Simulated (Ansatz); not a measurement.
Stepwise reaction of `[SiH3]OBO[SiH3]` with hydrogen fluoride, as a gas-phase model of exchange steps in deposition or etching. ΔE in kJ/mol; ΔG adds harmonic PBE0-D4 terms to CCSD(T)/CBS, at 1 bar.

Program: Ansatz. Geometries: PBE0-D4/def2-TZVP. ΔE: electronic, gas phase. CCSD(T)/CBS adds triple-zeta CCSD(T) − MP2 to the extrapolated MP2 energy (def2 sets, frozen cores). This one scheme is used for every species. Functionals use def2-TZVPP. B3LYP here is the variant with VWN-RPA as its local correlation; programs differ in this. Each species was taken in one conformer, which may not be the lowest.

```
step                               reaction  PBE-D4  B3LYP-D4  ωB97M-V  CCSD(T)/CBS  ΔG(500 K)
   2  `FBO[SiH3]` + H–F → `FBF` + `O[SiH3]`   -11.8     -10.9    -12.2         -6.9      -11.8
```

Q: Give the row of step 1, `[SiH3]OBO[SiH3]` + H–F → `FBO[SiH3]` + `O[SiH3]`. (Best estimate.)

A: Computed: 
| step | reaction | PBE-D4 | B3LYP-D4 | ωB97M-V | CCSD(T)/CBS | ΔG(500 K) |
| --- | --- | --- | --- | --- | --- | --- |
| 1 | `[SiH3]OBO[SiH3]` + H–F → `FBO[SiH3]` + `O[SiH3]` | -12.8 | -11.5 | -14.0 | -7.4 | -16.5 |

Q: By hand: ΔE of the 2 steps together at CCSD(T)/CBS.

A: (-7.4) + (-6.9) = -14.3 kJ/mol, or -7.2 kJ/mol a step.

In ΔE the steps differ by no more than 0.5 kJ/mol. All are downhill at CCSD(T)/CBS. ΔG lies between -16.5 and -11.8 kJ/mol a step. PBE-D4 differs from CCSD(T)/CBS by -5.4 to -4.9 kJ/mol a step. Isolated molecules leave out the surface, adducts and barriers. Largest T1 diagnostic: 0.013.
